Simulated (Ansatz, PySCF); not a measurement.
Dimer: CHN (SMILES C#N) (first 3 atoms) with C2H6O (SMILES COC); geometry from B3LYP-D3(BJ)/def2-TZVP, rigid monomers moved along the line of their centres of mass till H3···O5 is 1.75 Å.
(charge 0, multiplicity 1):
```xyz
12

C     -0.293     0.188    -0.306
N     -0.362     0.310    -1.445
H     -0.227     0.074     0.765
C      0.076    -1.365     3.135
O     -0.118    -0.114     2.502
C     -0.066     0.979     3.401
H     -0.701    -1.550     3.886
H      1.057    -1.413     3.621
H      0.019    -2.132     2.365
H     -0.848     0.898     4.164
H     -0.224     1.886     2.820
H      0.910     1.034     3.897
```

Interaction energies are E(AB) − E(A) − E(B) at the monomers' geometry in the complex; basis-set methods are counterpoise corrected.

Cores are frozen in the correlated methods.

Run with Ansatz (a program for electronic structure) with Gaussian orbitals; PySCF for the dispersion terms. Each number belongs to the level named beside it.

PBE/def2-TZVPPD gives -190.6 meV for the interaction energy.

Question: How do the other levels lie against it? Give each less PBE: PBE-D3(BJ)/def2-TZVPPD, r2SCAN/def2-TZVPPD, PBE0/def2-TZVPPD, wB97M-V/def2-TZVPPD, MP2/aug-cc-pVDZ, CCSD(T)/aug-cc-pVDZ.

Answer: PBE-D3(BJ)/def2-TZVPPD -45.0; r2SCAN/def2-TZVPPD -13.6; PBE0/def2-TZVPPD -20.0; wB97M-V/def2-TZVPPD -35.9; MP2/aug-cc-pVDZ 4.4; CCSD(T)/aug-cc-pVDZ 20.2 meV. 2 of 6 lie above PBE; the widest gap is to PBE-D3(BJ)/def2-TZVPPD.
